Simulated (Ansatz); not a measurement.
Reaction (formal hydrolysis of the Si–C bond): `C#C[SiH2][AlH][Cl]` + H₂O → `O[SiH2][AlH][Cl]` + acetylene

Program: Ansatz. Geometries: PBE0-D4/def2-TZVP. ΔE: electronic, gas phase. CBS: MP2 limit from def2 TZ/QZ plus the TZ coupled-cluster correction, frozen cores. This one scheme is used for every species. DFT in def2-TZVPP. B3LYP here is the variant with VWN-RPA as its local correlation; programs differ in this. HSE06 is defined as in plane-wave codes. Each species was taken in one conformer, which may not be the lowest.

`C#C[SiH2][AlH][Cl]`:

Cartesian coordinates in Å:
```
C -2.036 1.565 -0.643
C -1.312 0.600 -0.596
Si -0.157 -0.806 -0.457
Al 1.692 -0.183 1.026
Cl 3.164 -1.653 1.344
H -2.683 2.411 -0.694
H 0.340 -1.152 -1.817
H -0.897 -1.983 0.073
H 1.889 1.200 1.763
```

H₂O:

```xyz
3

O     0.157    0.237    0.266
H    -0.561    0.434   -0.340
H     0.403   -0.671    0.074
```

`O[SiH2][AlH][Cl]`:

```xyz
8

O     0.863    0.845    1.451
Si   -0.385    0.900    0.365
Al   -0.277   -1.113   -1.038
Cl    1.460   -2.236   -0.581
H     1.516    0.157    1.315
H    -1.666    0.997    1.120
H    -0.293    2.139   -0.463
H    -1.219   -1.688   -2.169
```

`C#C`:

```xyz
4

C    -0.299   -0.206    0.476
C     0.299    0.206   -0.476
H    -0.832   -0.571    1.322
H     0.832    0.571   -1.322
```

```tsv
level	ΔE (kJ/mol)	difference from CCSD(T)/CBS
LDA (SPW92)	-35.6	-0.8
PBE-D4	-30.0	4.8
revPBE-D4	-28.1	6.7
BLYP-D4	-37.5	-2.7
r2SCAN-D4	-36.3	-1.5
B97M-V	-38.1	-3.3
PBE0-D4	-31.2	3.6
r2SCANh-D4	-36.4	-1.6
r2SCAN0-D4	-36.6	-1.8
HSE06-D4	-30.8	4.0
CAM-B3LYP-D4	-44.2	-9.4
ωB97X-V	-40.6	-5.8
ωB97M-V	-40.6	-5.8
B2PLYP	-39.4	-4.6
PBE-QIDH	-33.7	1.1
PBE	-31.4	3.4
revPBE	-29.0	5.8
BLYP	-39.9	-5.1
PBE0	-32.6	2.2
B3LYP	-41.0	-6.2
r2SCANh	-37.0	-2.2
r2SCAN0	-37.3	-2.5
HSE06	-32.2	2.6
BHLYP	-44.6	-9.8
LC-ωPBE	-39.5	-4.7
RPA@PBE/def2-TZVPP	-35.3	-0.5
HF/def2-SVP	-36.9	-2.1
MP2/def2-SVP	-29.1	5.7
CCSD/def2-SVP	-31.4	3.4
CCSD(T)/def2-SVP	-29.3	5.5
HF/def2-TZVPP	-47.9	-13.1
MP2/def2-TZVPP	-33.0	1.8
SCS-MP2/def2-TZVPP	-36.7	-1.9
CCSD/def2-TZVPP	-37.5	-2.7
HF/def2-QZVPP	-48.4	-13.6
MP2/def2-QZVPP	-33.0	1.8
SCS-MP2/def2-QZVPP	-36.6	-1.8
HF/CBS(def2)	-48.5	-13.7
MP2/CBS(def2)	-32.7	2.1
CCSD/CBS(def2)	-37.3	-2.5
CCSD(T)/CBS	-34.8	0
```

Largest T1 diagnostic among the species: 0.013.

In def2-TZVPP, CCSD(T) changes the Hartree–Fock value by +12.8 kJ/mol (the triples alone add +2.4 kJ/mol) and MP2 by +14.9 kJ/mol. At CCSD(T), def2-SVP lies +5.5 kJ/mol from the extrapolated value and def2-TZVPP −0.3 kJ/mol. From BLYP to BHLYP (50 % exact exchange), in def2-TZVPP and without D4, ΔE moves by −4.6 kJ/mol.
